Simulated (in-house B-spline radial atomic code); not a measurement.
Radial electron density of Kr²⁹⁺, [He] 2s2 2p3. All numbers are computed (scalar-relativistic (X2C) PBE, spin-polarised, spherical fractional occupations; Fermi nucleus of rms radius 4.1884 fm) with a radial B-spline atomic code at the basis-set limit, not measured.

One-electron X2C: radii and densities carry no picture-change correction, so inner-shell <1/r> comes out high (for 1s by about 2 % at Z = 33, 5 % at 54, 10 % at 75, 30 % at 118) and <r> low.

Columns: r (bohr), 4πr²n(r) (electrons per bohr), bar.

```
 0.00136    1.095 #
 0.00158    1.415 #
 0.00183    1.814 ##
 0.00212    2.321 ##
 0.00247    2.989 ###
 0.00286    3.796 ####
 0.00332    4.822 #####
 0.00386    6.111 ######
 0.00448    7.678 ########
  0.0052    9.585 ##########
 0.00603    11.86 ############
   0.007    14.56 ###############
 0.00813     17.7 ##################
 0.00943    21.22 ######################
  0.0109    24.99 #########################
  0.0127    29.18 ##############################
  0.0147    33.22 ##################################
  0.0171    37.12 ######################################
  0.0199    40.38 #########################################
  0.0231    42.57 ###########################################
  0.0268    43.36 ############################################
  0.0311    42.55 ###########################################
  0.0361    40.11 #########################################
  0.0419    36.38 #####################################
  0.0486    32.07 #################################
  0.0564     28.1 #############################
  0.0655    25.46 ##########################
   0.076    24.83 #########################
  0.0882     26.2 ###########################
   0.102    28.68 #############################
   0.119    30.97 ###############################
   0.138    31.24 ################################
    0.16    28.63 #############################
   0.186    23.19 ########################
   0.216    16.33 #################
    0.25    9.912 ##########
   0.291    4.894 #####
   0.337    2.011 ##
   0.392   0.6286 #
   0.454   0.1541 
   0.527  0.02678 
   0.612 0.003177
```

On this grid the curve has 2 maxima, near 0.0268, 0.138 bohr.

The 2p up radial function P(r) = rR(r), positive near the nucleus:

```csv
r (bohr),P
0.00117,0.002919
0.00158,0.004932
0.00212,0.008298
0.00286,0.01416
0.00386,0.02424
0.0052,0.04135
0.007,0.07019
0.00943,0.1185
0.0127,0.1978
0.0171,0.3245
0.0231,0.5226
0.0311,0.8101
0.0419,1.202
0.0564,1.675
0.076,2.155
0.102,2.482
0.138,2.471
0.186,2.018
0.25,1.274
0.337,0.5639
0.454,0.156
0.612,0.0227
```
